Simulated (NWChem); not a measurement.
# SiH$_{2}$SCl$_{2}$; SMILES [SiH](S)(Cl)Cl

```xyz
6

Si    -0.0118     0.0316     0.5156
S      1.4804    -1.2990    -0.2030
Cl     0.2641     1.9427    -0.1965
Cl    -1.7910    -0.7186    -0.1745
H     -0.0583     0.1236     1.9928
H      2.4959    -0.5920     0.3446
```
Atoms are numbered in this order, from 1.

Program: NWChem. All runs use the structure optimised with PBE0/def2-SVP. B3LYP is NWChem's, with the RPA form of VWN correlation. Ions are spin-unrestricted doublets at the neutral geometry; other ion states weren't tried.

Problem. Order these by “ΔSCF minus −ε(HOMO) (eV)”, lowest first: PBE/def2-SVP; B3LYP/def2-SVP; Hartree-Fock/def2-SVP; LRC-wPBEh/def2-SVP.

Solution. Hartree-Fock/def2-SVP (-1.42), LRC-wPBEh/def2-SVP (0.56), B3LYP/def2-SVP (2.59), PBE/def2-SVP (3.30)
